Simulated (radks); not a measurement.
All-electron atom: Sn5+ in [Kr] 4d9.

Calculated with a radial shooting solver on a logarithmic mesh with Libxc functionals: Dirac Kohn-Sham, LDA (Slater exchange, Perdew-Wang correlation), spin-unpolarised, spherical densities, finite nucleus; open shells are shared between the two j in proportion to 2j + 1; Fermi nuclear charge, rms radius 4.6519 fm.

Energy parts (Ry):
part                        energy
total                 -12334.39116
kinetic                12984.17864
electron-nucleus      -29740.39009
Hartree                 4737.49558
exchange-correlation    -315.67529

Orbitals (lengths in bohr, moments of r in powers of bohr):
orbital  occ.  eigenvalue (Ry)      <r^4>  small-component weight
1s1/2       2        -2133.261  3.417e-06                3.37e-02
2s1/2       2        -326.0733  0.0005931                7.13e-03
2p1/2       2        -305.0771  0.0003818                7.15e-03
2p3/2       4        -288.1491  0.0004486                6.83e-03
3s1/2       2        -66.70291    0.02662                2.06e-03
3p1/2       2        -58.15820    0.02578                2.01e-03
3p3/2       4        -55.06591    0.02926                1.92e-03
3d3/2       4        -39.90209    0.02494                1.80e-03
3d5/2       6        -39.26283    0.02595                1.78e-03
4s1/2       2        -14.43240     0.8273                5.68e-04
4p1/2       2        -11.56345      1.067                5.10e-04
4p3/2       4        -10.98775      1.215                4.83e-04
4d3/2     3.6         -6.42752      2.589                3.52e-04
4d5/2     5.4         -6.34249      2.698                3.46e-04

The highest occupied level is 4d5/2 at -86.294 eV. The density falls to 0.001 e/bohr^3 at r = 2.64 bohr. The electron density at the nucleus is 1.903e+05 e/bohr^3.
